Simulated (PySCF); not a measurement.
GeSe, SMILES [Ge]=[Se] (connectivity only; charge and spin as stated), neutral, multiplicity 1. Coordinates come from a PBE0-D3(BJ)/def2-TZVP optimisation.

These are PBE0-D3(BJ)/def2-TZVP in PySCF 2.14.0 values and carry that method's errors.

Harmonic wavenumbers (cm⁻¹): 419. Rotational constants (GHz): 2.916 (linear); symmetry number 1.

Work out the zero-point energy and the ideal-gas rigid-rotor harmonic-oscillator thermochemistry at 298.15 K and 1 atm.

ZPE = ½ Σ hcν = ½ × 419 cm⁻¹ = 2.51 kJ/mol. H − E(el) = 11.95 kJ/mol. Entropy in J/(mol K): translation 171.37, rotation 72.04, vibration 3.74, total 247.15. G − E(el) = -61.74 kJ/mol. Cp = 35.07 J/(mol K).
